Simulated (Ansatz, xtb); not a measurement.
C6H6NP: which of two isomers lies lower

Structure I is `C=CC1=NC=CP=C1`, a singlet and structure II is `C=Pc1cccnc1`, a singlet. Both are isolated molecules in the gas phase, relaxed with r2SCAN-D4/def2-SVP, each in the lowest conformer that the search found.

I (Å):

```csv
atom,x (Å),y (Å),z (Å)
C,-1.7237,0.5701,0.9288
C,-0.4301,0.4354,1.2586
C,0.6875,0.8773,0.4035
C,2.0055,0.6832,0.8574
C,2.6916,1.8132,-1.4220
C,1.3051,1.8748,-1.6083
N,0.3651,1.4463,-0.7735
P,3.4397,1.1374,-0.0085
H,-1.9997,1.0308,-0.0240
H,-2.5173,0.2264,1.5972
H,-0.1484,-0.0257,2.2123
H,2.1365,0.2069,1.8364
H,3.3346,2.2144,-2.2135
H,0.9264,2.3225,-2.5398
```

II (Å):

```json
{"atom": "C", "x (Å)": "0.2473", "y (Å)": "0.1502", "z (Å)": "2.1218"}
{"atom": "C", "x (Å)": "1.8809", "y (Å)": "0.7795", "z (Å)": "-0.0113"}
{"atom": "C", "x (Å)": "0.8032", "y (Å)": "0.8181", "z (Å)": "-0.9133"}
{"atom": "C", "x (Å)": "1.0636", "y (Å)": "0.8015", "z (Å)": "-2.2817"}
{"atom": "C", "x (Å)": "2.3965", "y (Å)": "0.7551", "z (Å)": "-2.7100"}
{"atom": "C", "x (Å)": "3.1769", "y (Å)": "0.7561", "z (Å)": "-0.5651"}
{"atom": "N", "x (Å)": "3.4371", "y (Å)": "0.7349", "z (Å)": "-1.8737"}
{"atom": "P", "x (Å)": "1.7478", "y (Å)": "0.8184", "z (Å)": "1.8175"}
{"atom": "H", "x (Å)": "-0.4459", "y (Å)": "-0.2488", "z (Å)": "1.3710"}
{"atom": "H", "x (Å)": "-0.0885", "y (Å)": "0.0774", "z (Å)": "3.1626"}
{"atom": "H", "x (Å)": "-0.2272", "y (Å)": "0.8750", "z (Å)": "-0.5479"}
{"atom": "H", "x (Å)": "0.2496", "y (Å)": "0.8341", "z (Å)": "-3.0115"}
{"atom": "H", "x (Å)": "2.6317", "y (Å)": "0.7440", "z (Å)": "-3.7822"}
{"atom": "H", "x (Å)": "4.0505", "y (Å)": "0.7475", "z (Å)": "0.1024"}
```

Quicker runs give these differences E(II) − E(I): GFN2-xTB +1.06 kcal/mol; HF/STO-3G +2.13 kcal/mol (at GFN2-xTB geometries); r2SCAN-D4/def2-SVP//GFN2-xTB +1.82 kcal/mol.

Estimate E(II) − E(I) at the level CCSD(T)/def2-SVP + ΔMP2/def2-TZVPP.

Too close to call at this level: CCSD(T)/def2-SVP + ΔMP2/def2-TZVPP gives E(II) − E(I) = +0.24 kcal/mol.

How the difference moves with the method:

| level | geometry | E(II) − E(I) (kcal/mol) | departure from the last row (kcal/mol) | job, with rough time for the two |
| --- | --- | --- | --- | --- |
| GFN2-xTB | GFN2-xTB | +1.06 | +0.81 | optimisation, 0.16 s |
| HF/STO-3G | GFN2-xTB | +2.13 | +1.89 | single point, 0.44 s |
| r2SCAN-D4/def2-SVP//GFN2-xTB | GFN2-xTB | +1.82 | +1.57 | single point, 4.2 s |
| r2SCAN-D4/def2-SVP | r2SCAN-D4/def2-SVP | +1.70 | +1.45 | optimisation, 79 s |
| HF/def2-SVP | r2SCAN-D4/def2-SVP | +0.54 | +0.30 | part of the CCSD(T) run |
| MP2/def2-SVP | r2SCAN-D4/def2-SVP | +1.21 | +0.97 | part of the CCSD(T) run |
| CCSD(T)/def2-SVP | r2SCAN-D4/def2-SVP | +0.96 | +0.72 | single point |
| CCSD(T)/def2-SVP + ΔMP2/def2-TZVPP | r2SCAN-D4/def2-SVP | +0.24 |  | single point, 84 s |

As drawn, II has 4 C∷C, 2 C∷N in place of 2 C=C, 2 C–C, 1 C=N, 1 C–N (∷ is an aromatic bond). Structure I has a 6-membered ring, II a 6-membered ring (with an aromatic ring).

The largest departure from CCSD(T)/def2-SVP + ΔMP2/def2-TZVPP is that of HF/STO-3G, 1.89 kcal/mol. The last row adds to CCSD(T) the change of the MP2 difference between the two basis sets, here −0.72 kcal/mol.

With thermal terms from frequencies at re-optimised GFN2-xTB minima (ideal gas, soft modes damped towards free rotors, one conformer each, 298.15 K, 1 atm): on the last row, ΔE + ΔZPE = +0.17, ΔH = +0.16, ΔG = +0.15 kcal/mol.

The correlated steps freeze 12 core orbitals. Run with Ansatz 0.2.0, xtb 6.7.1; the last row on 4 threads of Arm Neoverse V1 on a shared host.
